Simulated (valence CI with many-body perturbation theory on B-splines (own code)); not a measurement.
Hyperfine factors and g values of Sm⁵⁴⁺

Computed by valence CI with perturbative core correlation (CI+MBPT): six valence electrons over a frozen Dirac-Fock core [He], a basis of 9 s, 9 p, 8 d, 6 f, 3 g, 1 h functions for each j, with the one-electron correlation potential Σ1 (screened to all orders), the two-electron term Σ2, the three-electron term Σ3, Breit, model QED; selected single and double excitations, second order for the rest, scaled by the run's own slope (own B-spline code, finite nucleus).

The last digits are not significant, and no measured levels were compared; by estimate large intervals hold to a few tenths of a per cent, small ones and those within an open d or f shell to about a per cent. Among the levels kept, up to 2100 cm⁻¹ of a level comes from second order outside the variational space, and about a tenth of that is noise between levels of different J, which matters for small intervals.

A/g_I is the dipole constant over the nuclear g factor μ/I (μ in nuclear magnetons, uniformly magnetised nucleus), B/Q the quadrupole constant per barn. Both hold the static response of the core; the bare values leave it out. Large factors of s and p1/2 electrons are usually good to 5 to 10 %; those of open d and f shells near neutrality can be off by tens of per cent, and small factors of p3/2, d and f electrons come from cancelling terms and can be off by a factor of two or in sign, in half-filled shells by more. B is blank for J = 1/2, where it vanishes, and for nearly pure S terms. Energies count from the lowest level. Levels with J = 0 are left out.

Levels are named by their leading jj configuration (3d3/2^4 stands for four electrons in 3d with j = 3/2), which in mixed levels can hold well under half, so a name can repeat and another be missing. Letters in brackets count levels of one name in rising energy.

```tsv
Level	E (eV)	g	A/g_I (MHz)	A/g_I bare	B/Q (MHz/b)	B/Q bare
(2s^2 2p1/2^2 2p3/2^2) J=2	0.0	1.322	455000	466000	73200	73300
(2s^2 2p1/2 2p3/2^3) J=1	623.3	1.479	-273000	-255000	-444000	-445000
(2s^2 2p1/2 2p3/2^3) J=2	641.2	1.129	1200000	1200000	-964000	-966000
(2s 2p1/2^2 2p3/2^3) J=2	937.4	1.475	2960000	2940000	-885000	-887000
(2s 2p1/2^2 2p3/2^3) J=1	1002.5	1.182	-2030000	-1970000	-322000	-323000
(2s 2p1/2 2p3/2^4) J=1	1604.2	1.264	6920000	6840000	-117000	-117000
(2s^2 2p1/2^2 2p3/2 3s) J=2	5984.7	1.503	1080000	1080000	857000	859000
(2s^2 2p1/2^2 2p3/2 3s) J=1	5992.1	1.164	-168000	-146000	440000	441000
(2s^2 2p1/2^2 2p3/2 3p1/2) J=1	6077.7	1.489	322000	339000	426000	427000
(2s^2 2p1/2^2 2p3/2 3p1/2) J=2	6079.5	1.175	581000	589000	840000	841000
(2s^2 2p1/2^2 2p3/2 3p3/2) J=3	6255.6	1.332	290000	298000	1100000	1100000
(2s^2 2p1/2^2 2p3/2 3p3/2) J=1	6255.8	1.354	287000	296000	-435000	-436000
(2s^2 2p1/2^2 2p3/2 3p3/2) J=2	6278.4	1.318	294000	302000	33500	33500
(2s^2 2p1/2^2 2p3/2 3d3/2) J=2	6353.4	1.031	261000	267000	-4770	-4750
(2s^2 2p1/2^2 2p3/2 3d3/2) J=3	6360.1	1.095	259000	265000	850000	852000
(2s^2 2p1/2^2 2p3/2 3d3/2) J=1	6363.0	1.101	257000	263000	-356000	-357000
(2s^2 2p1/2^2 2p3/2 3d5/2) J=4	6401.6	1.247	185000	190000	885000	887000
(2s^2 2p1/2^2 2p3/2 3d5/2) J=2	6410.9	1.238	62200	63400	-595000	-596000
(2s^2 2p1/2^2 2p3/2 3d5/2) J=3	6424.5	1.198	158000	162000	-125000	-125000
(2s^2 2p1/2^2 2p3/2 3d5/2) J=1	6433.7	1.051	-290000	-299000	95200	95500
(2s^2 2p1/2 2p3/2^2 3s) J=2 [a]	6592.3	1.582	599000	605000	99700	99900
(2s^2 2p1/2 2p3/2^2 3s) J=1 [a]	6601.9	1.305	-893000	-865000	27800	27900
(2s^2 2p1/2 2p3/2^2 3s) J=3	6615.4	1.310	1380000	1380000	-4390	-4410
(2s^2 2p1/2 2p3/2^2 3s) J=2 [b]	6622.1	1.032	794000	804000	-24700	-24700
(2s^2 2p1/2 2p3/2^2 3s) J=1 [b]	6657.8	1.311	3190000	3170000	-13300	-13300
(2s^2 2p1/2 2p3/2^2 3p1/2) J=1 [a]	6683.4	1.643	-400000	-377000	39500	39600
(2s^2 2p1/2 2p3/2^2 3p1/2) J=2 [a]	6691.1	1.206	542000	550000	14300	14300
(2s^2 2p1/2 2p3/2^2 3p1/2) J=3	6707.5	1.092	1050000	1050000	-15400	-15500
(2s^2 2p1/2 2p3/2^2 3p1/2) J=2 [b]	6736.4	1.311	686000	696000	55000	55100
(2s^2 2p1/2 2p3/2^2 3p1/2) J=1 [b]	6745.2	0.645	2210000	2200000	-3310	-3310
(2s 2p1/2^2 2p3/2^2 3s) J=3	6846.3	1.479	1420000	1420000	278000	278000
(2s^2 2p1/2 2p3/2^2 3p3/2) J=2 [a]	6859.8	1.419	274000	283000	32700	32800
```

**Question.** Take the isotope of mass number 147, with I = 7/2, μ = -0.809 μN and Q = -0.26 b. What is the hyperfine structure of (2s^2 2p1/2^2 2p3/2 3s) J=1?

**Answer.** From the table A = 38800 MHz, B = -114000 MHz. Shifts from the centre of gravity in MHz: F = 5/2: -236000, F = 7/2: 42600, F = 9/2: 107000.
